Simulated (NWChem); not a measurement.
Everything below was run with NWChem. System: H$_{5}$AlOSi, charge 0, spin multiplicity 1, at a geometry optimised with PBE0/def2-SVP. The structure started from a generated list of species. Level: G0W0@PBE/def2-TZVPD, RI basis def2-tzvpd-rifit.

Output (cleaned and shortened):

```
             Northwest Computational Chemistry Package (NWChem) 7.3.0
             --------------------------------------------------------

                                NWChem Input Module
                                -------------------

 Scaling coordinates for geometry "geometry" by  1.889725989
 (inverse scale =  0.529177249)

                             Geometry "geometry" -> ""
                             -------------------------

 Output coordinates in angstroms (scale by  1.889725989 to convert to a.u.)

  No.       Tag          Charge          X              Y              Z
 ---- ---------------- ---------- -------------- -------------- --------------
    1 Al                  13.0000    -0.30618600     0.30735100     1.70999500
    2 H                    1.0000    -1.77374100     0.73385400     2.12342500
    3 H                    1.0000     0.88748600     0.13664300     2.73557300
    4 O                    8.0000     0.00738800     0.01438800     0.06518300
    5 Si                  14.0000     0.26806500    -0.27689000    -1.53514400
    6 H                    1.0000     1.05092000     0.84340700    -2.13992300
    7 H                    1.0000    -1.03021300    -0.39997900    -2.26602100
    8 H                    1.0000     1.03394500    -1.54813400    -1.71244800

 Effective nuclear repulsion energy (a.u.)     138.5435718597

            Nuclear Dipole moment (a.u.)
            ----------------------------
        X                 Y               Z
 ---------------- ---------------- ----------------
    -0.0000132281    -0.0000037795    -0.0000207870


 Summary of "ao basis" -> "" (spherical)
 ------------------------------------------------------------------------------
       Tag                 Description            Shells   Functions and Types
 ---------------- ------------------------------  ------  ---------------------
 *                         def2-tzvpd                 on all atoms

 new library libraries.bse/

 Summary of "ri basis" -> "" (spherical)
 ------------------------------------------------------------------------------
       Tag                 Description            Shells   Functions and Types
 ---------------- ------------------------------  ------  ---------------------
 *                      def2-tzvpd-rifit              on all atoms

  pbe96 is a nonlocal functional; adding pw91lda local functional.

                                 NWChem DFT Module
[...]
     5      6.373408  1 Al s                 79     -3.646717  4 O  pz
   107     -2.996867  5 Si s                 67     -1.436970  4 O  s
    21     -1.296704  1 Al pz               106     -0.713788  5 Si s
    78     -0.699266  4 O  py                46     -0.616074  2 H  s
    55     -0.615665  3 H  s                 77      0.605565  4 O  px

 center of mass
 --------------
 x =  -0.01178333 y =   0.01343738 z =   0.07368245

 moments of inertia (a.u.)
 ------------------
         636.224678260155          21.801038210410         102.350298763160
          21.801038210410         647.702544251318        -106.346914746923
         102.350298763160        -106.346914746923          72.531570408086

     Multipole analysis of the density
     ---------------------------------

     L   x y z        total         alpha         beta         nuclear
     -   - - -        -----         -----         ----         -------
     0   0 0 0     -0.000000    -20.000000    -20.000000     40.000000

     1   1 0 0     -0.030459     -0.015223     -0.015223     -0.000013
     1   0 1 0      0.030181      0.015092      0.015092     -0.000004
     1   0 0 1      0.160962      0.080491      0.080491     -0.000021

     2   2 0 0    -27.680962    -30.613433    -30.613433     33.545904
     2   1 1 0      0.982364      7.176831      7.176831    -13.371297
     2   1 0 1     -0.394558     27.634709     27.634709    -55.663977
     2   0 2 0    -23.908153    -22.896353    -22.896353     21.884553
     2   0 1 1     -0.293222    -29.564207    -29.564207     58.835193
     2   0 0 2    -26.577964   -184.127450   -184.127450    341.676937

 Task  times  cpu:       40.2s     wall:       40.2s

                                NWChem Input Module
                                -------------------

                                 NWChem GW Module
                                 ----------------

                             ***********************
                             ***        GW       ***
                             ***********************

 Summary of "ri basis" -> "ri basis" (spherical)
 ------------------------------------------------------------------------------
       Tag                 Description            Shells   Functions and Types
 ---------------- ------------------------------  ------  ---------------------
 Al                     def2-tzvpd-rifit            33      129   10s8p7d6f2g
 H                      def2-tzvpd-rifit            10       24   5s3p2d
 O                      def2-tzvpd-rifit            26       92   9s7p5d4f1g
 Si                     def2-tzvpd-rifit            33      129   10s8p7d6f2g

                 Memory Information
                 ------------------
          Available GA per process is          1699.8 MBs
          Available stack per process is        700.0 MBs
          Available heap per process is           0.0 MBs

          Peak memory in Initialization
              Peak GA per process is                 15.4 MBs
              Peak stack per process is               0.4 MBs
              Peak heap per process is               16.0 MBs
              Memory not in MA per process            0.0 MBs

          Peak memory in CDGW Calculation
              Peak GA per process is                 19.0 MBs
              Peak stack per process is               3.4 MBs
              Peak heap per process is                3.6 MBs
              Memory not in MA per process            0.0 MBs

          Computing 2-center integrals
          Computing Inverse Cholesky factor
          Computing 3-center integrals
          Computing Vxc

          Computing Sigma_x
          Computing W(iw) on the imaginary grid
          Solving quasiparticle equations

                  Alpha Orbitals
          State     Energy (eV)     Error (eV)
          -----------------------------------
@GW        17        -12.190           0.002
@GW        18        -11.038           0.003
@GW        19        -10.639           0.002
@GW        20        -10.114           0.003
@GW        21          0.316           0.002
@GW        22          1.158           0.005

     GW Timing Statistics
   ------------------------
   Init.   :          0.1s
     ERIs  :          1.9s
     Distr.:          0.0s
     Vxc   :          0.8s
   Vmo     :          0.0s
   iW      :          4.0s
   I_n     :          0.0s
   R_n     :          0.4s
   GW total:          7.1s

 Task  times  cpu:        7.1s     wall:        7.1s

 Total times  cpu:       47.4s     wall:       47.4s
```

Q: Write an NWChem input that would produce this output.

A: This is not unique; one that fits is 
```
start mol
memory heap 200 mb stack 700 mb global 1700 mb
geometry units angstroms nocenter noautoz noautosym
  Al    -0.306186     0.307351     1.709995
  H     -1.773741     0.733854     2.123425
  H      0.887486     0.136643     2.735573
  O      0.007388     0.014388     0.065183
  Si     0.268065    -0.276890    -1.535144
  H      1.050920     0.843407    -2.139923
  H     -1.030213    -0.399979    -2.266021
  H      1.033945    -1.548134    -1.712448
end
basis spherical
  * library def2-tzvpd
end
basis "ri basis" bse spherical
  * library def2-tzvpd-rifit
end
dft
  xc xpbe96 cpbe96
  iterations 100
  direct
  tolerances tight
end
task dft energy
gw
  method cdgw
  states alpha occ 4 vir 2
end
task dft gw
```
